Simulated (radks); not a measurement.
Species: the iridium ion Ir+. Configuration: [Xe] 4f14 5d7 7p1 (not the ground configuration).

All-electron calculation, Dirac Kohn-Sham, PBE, spin-unpolarised, spherical densities, finite nucleus; open shells fill j = l - 1/2 first; Fermi nuclear charge, rms radius 5.4032 fm. Program: a radial shooting solver on a logarithmic mesh with Libxc functionals.

Energy parts (hartree):
total: -17853.7951
kinetic: 20333.8361
electron-nucleus: -44762.9602
Hartree: 6923.8234
exchange-correlation: -348.4945

Orbitals (lengths in bohr, moments of r in powers of bohr; r(90%) holds 90 % of the orbital's charge):
| orbital | occ. | eigenvalue (hartree) | <r> | <1/r> | r(90%) | small-component weight |
|---|---|---|---|---|---|---|
| 1s1/2 | 2 | -2792.810 | 0.01744 | 92.14 | 0.0318 | 8.50e-02 |
| 2s1/2 | 2 | -488.6144 | 0.07297 | 22.56 | 0.114 | 1.94e-02 |
| 2p1/2 | 2 | -468.2028 | 0.06017 | 22.53 | 0.100 | 1.95e-02 |
| 2p3/2 | 4 | -408.3937 | 0.06848 | 18.59 | 0.111 | 1.74e-02 |
| 3s1/2 | 2 | -114.6436 | 0.1899 | 8.282 | 0.279 | 6.44e-03 |
| 3p1/2 | 2 | -105.4690 | 0.1801 | 8.198 | 0.271 | 6.39e-03 |
| 3p3/2 | 4 | -92.37353 | 0.1954 | 7.175 | 0.292 | 5.79e-03 |
| 3d3/2 | 4 | -77.00731 | 0.1705 | 7.071 | 0.265 | 5.68e-03 |
| 3d5/2 | 6 | -74.17723 | 0.1752 | 6.835 | 0.271 | 5.52e-03 |
| 4s1/2 | 2 | -24.83432 | 0.4233 | 3.494 | 0.608 | 2.16e-03 |
| 4p1/2 | 2 | -20.95748 | 0.4267 | 3.385 | 0.620 | 2.06e-03 |
| 4p3/2 | 4 | -17.86042 | 0.4604 | 3.030 | 0.668 | 1.84e-03 |
| 4d3/2 | 4 | -11.49464 | 0.4719 | 2.822 | 0.706 | 1.64e-03 |
| 4d5/2 | 6 | -10.91968 | 0.4831 | 2.739 | 0.722 | 1.58e-03 |
| 4f5/2 | 6 | -2.82545 | 0.5315 | 2.333 | 0.863 | 1.19e-03 |
| 4f7/2 | 8 | -2.71084 | 0.5392 | 2.300 | 0.876 | 1.17e-03 |
| 5s1/2 | 2 | -4.07512 | 0.9797 | 1.390 | 1.40 | 5.18e-04 |
| 5p1/2 | 2 | -2.85906 | 1.066 | 1.262 | 1.55 | 4.37e-04 |
| 5p3/2 | 4 | -2.36144 | 1.164 | 1.134 | 1.69 | 3.71e-04 |
| 5d3/2 | 4 | -0.76716 | 1.601 | 0.8167 | 2.47 | 1.98e-04 |
| 5d5/2 | 3 | -0.71924 | 1.657 | 0.7869 | 2.56 | 1.85e-04 |
| 7p1/2 | 1 | -0.15432 | 7.454 | 0.1695 | 10.4 | 1.20e-05 |
| 7p3/2 | 0 | -0.14435 | 7.771 | 0.1644 | 10.9 | 1.19e-05 |

The highest occupied level is 7p1/2 at -4.199 eV. The electron density at the nucleus is 1.821e+06 e/bohr^3. Summed over all electrons, <r^2> = 104.2 bohr^2, which gives a Langevin (diamagnetic) susceptibility term of -82.5 x 10^-6 cm^3/mol.
